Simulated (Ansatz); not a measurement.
CH3InO2 at its PBE0-D4/def2-TZVP geometry, where that method's forces vanish. Charge 0, multiplicity 1. In: def2 effective core potential. The bonds changed during the relaxation, so this is another structure than the one it started from.

```xyz
7

O    -0.9209    0.3065   -0.2816
In   -1.0440   -1.4545    1.6811
C     0.5197    0.1701   -0.1291
O     0.7322   -0.6659    0.9002
H    -1.1440    0.6795   -1.1390
H     0.9337    1.1769    0.0524
H     0.9234   -0.2126   -1.0841
```

Q: What forces (eV/Å) does PBE-D4/def2-TZVPP give on these atoms in the Gaussian-basis code of Ansatz? (Estimate.)

A: The calculation gave: 
```
O1  -0.478 -0.071  0.323
In2 -0.319 -0.187  0.189
C3   0.250  0.106 -0.152
O4   0.436 -0.204  0.293
H5  -0.123  0.189 -0.457
H6   0.122  0.244  0.040
H7   0.113 -0.078 -0.235
```
